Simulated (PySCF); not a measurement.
Compound: C₆H₁₃GeN.
Z-matrix (Å and degrees, PBE0-D3(BJ)/def2-SVP geometry), rows numbered from 1:
```
C 
C   1  1.5203
C   2  1.5292  1  113.32
C   3  1.5074  2  113.56  1  -173.55
C   4  1.3415  3  121.51  2  -128.57
C   5  1.5043  4  120.60  3    -0.24
Ge  6  1.9635  5  101.90  4     4.99
N   7  1.8460  3  109.57  2    17.43
H   1  1.1026  2  111.61  3   -61.73
H   1  1.1004  2  111.61  3   178.24
H   1  1.1021  2  111.34  3    57.89
H   2  1.1025  1  109.81  3   122.15
H   2  1.1053  1  109.15  3  -121.71
H   3  1.1069  2  108.44  1   -52.26
H   4  1.0974  3  118.30  2    51.14
H   5  1.0961  4  120.12  3  -179.90
H   6  1.1030  5  111.83  4  -115.29
H   6  1.1031  5  111.88  4   125.17
H   7  1.5496  3  114.84  2  -111.27
H   8  1.0172  7  113.26  3   153.47
H   8  1.0167  7  114.82  3   -82.24
```

Computed with TDDFT B3LYP/def2-SVPD, vertical, gas phase, core orbitals frozen in the response in PySCF. The B3LYP/def2-SVPD calculation is non-relativistic and has no spin–orbit coupling, an omission that weighs most on germanium.

Frontier orbitals with the atoms that hold most of them (Löwdin shares over 4%, at most four atoms; ? is withheld):

| orbital | ε (eV) | atoms |
| --- | --- | --- |
| HOMO-3 | -8.36 | Ge7 21%, C6 19%, N8 11%, C5 10% |
| HOMO-2 | -7.52 | C3 20%, Ge7 19%, C6 18%, N8 9% |
| HOMO-1 | -6.90 | ? |
| HOMO | ? | C5 32%, C4 32%, C3 8%, C6 8% |
| LUMO | 0.07 | ? |
| LUMO+1 | 0.28 | C4 28%, C5 27%, C6 6%, C3 5% |
| LUMO+2 | 0.60 | Ge7 22%, C6 11%, C5 10%, H17 10% |

Task: Which atoms hold the HOMO-1, and with what shares?

Result: N8 (bonded to Ge and 2 H) 55%; Ge7 (bonded to 2 C, N and H) 13%; H19 (bonded to Ge) 8%; C3 (bonded to 2 C, Ge and H) 7%.

Task: Give the leading atoms of the LUMO.

Result: Ge7 (bonded to 2 C, N and H) 21%; H21 (bonded to N) 11%; H20 (bonded to N) 10%; N8 (bonded to Ge and 2 H) 9%. By element: hydrogen 21% or more, germanium 21%, nitrogen 9%.

Task: What is the HOMO energy, and the HOMO–LUMO gap?

Result: ε(HOMO) = -6.76 eV; the gap is 6.83 eV (0.2511 hartree).

Task: The HOMO–LUMO gap is 6.83 eV. Where does the response calculation put the lowest singlet, and from which orbitals?

Result: S1 is at 5.94 eV (f = 0.012), 0.89 eV below the gap, made of HOMO-1→LUMO (91%). Its leading pair isn't HOMO and LUMO; the energies of that pair differ by 6.97 eV. Without the coupling terms of the response equations the lowest excitation would equal the gap.

Task: Give energy, strength and leading configuration of S1, S2 and S3, and follow the Löwdin shares of the leading atoms from the occupied to the empty orbital.

Result: 
- S1 (5.94 eV, f 0.012), HOMO-1→LUMO (91%): N8 55% → 9%, Ge7 13% → 21%, H21 at most 7% → 11%
- S2 (6.18 eV, f 0.0051), HOMO→LUMO (89%): C5 32% → at most 10%, C4 32% → at most 10%, Ge7 at most 8% → 21%, H21 at most 8% → 11%
- S3 (6.31 eV, f 0.0036), HOMO-1→LUMO+1 (83%): N8 55% → at most 6%, Ge7 13% → at most 6%, C4 at most 7% → 28%, C5 at most 7% → 27%

One conformer stands for the species.
